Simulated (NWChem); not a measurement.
SiClF, singlet; SMILES F[Si]Cl

```xyz
3

Si     0.6625    -0.5999     0.0000
F     -0.6965    -1.5297     0.0000
Cl    -0.1749     1.3376     0.0000
```
Atoms are numbered in this order, from 1.

Results from NWChem. Pople sets run with spherical d functions. Low-valent species are run as closed-shell singlets; no triplet was tried in these runs. The geometry was optimised at PBE-D3(BJ)/def2-SVP. Static field.

Q: Predict the results for CAM-B3LYP/6-31+G*. Quantities: isotropic polarisability (bohr³); anisotropy (bohr³).

A: 
```yaml
isotropic polarisability (bohr³): 38.2
anisotropy (bohr³): 21.7
```
